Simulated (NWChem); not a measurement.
# CH₅NOSi₂; SMILES C1[Si@@H](O)[SiH2]N=1

```xyz
10

O     -0.2667     2.3144    -0.3868
Si     0.0219     0.8717     0.3966
C      1.4214    -0.3506    -0.1034
N      0.9120    -1.5313    -0.1566
Si    -0.8727    -1.2563    -0.0424
H     -0.4619     2.2667    -1.3275
H      0.1524     1.2598     1.8324
H      2.5119    -0.2156    -0.2476
H     -1.5620    -2.1168     0.9677
H     -1.5068    -1.5021    -1.3741
```
Atoms are numbered in this order, from 1.

Program: NWChem. Medium grid unless said otherwise, to which SCAN and Minnesota functionals are sensitive. Geometry: optimised at PBE0/def2-SVP. Total energies of different functionals are on different scales.

| level | energy (Ha) | highest occupied level (eV) | orbital gap (eV) | dipole (D) |
|---|---|---|---|---|
| PBE/def2-TZVP | -749.6792 | -5.51 | 3.03 | 1.59 |
| B3LYP/def2-TZVP | -750.2156 | -6.60 | 4.98 | 1.65 |
| Hartree-Fock/def2-TZVP | -748.0583 | -10.07 | 12.39 | 1.76 |
| r2SCAN/def2-TZVP | -750.0293 | -5.73 | 3.45 | 1.63 |
| CAM-B3LYP/def2-TZVP | -750.1129 | ___ | ___ | ___ |
| M06-2X/def2-TZVP | -750.0613 | -8.03 | 7.63 | 1.65 |

Task: Fill in the missing entries.

Result: 
- CAM-B3LYP/def2-TZVP, highest occupied level (eV): -8.16
- CAM-B3LYP/def2-TZVP, orbital gap (eV): 7.96
- CAM-B3LYP/def2-TZVP, dipole (D): 1.70
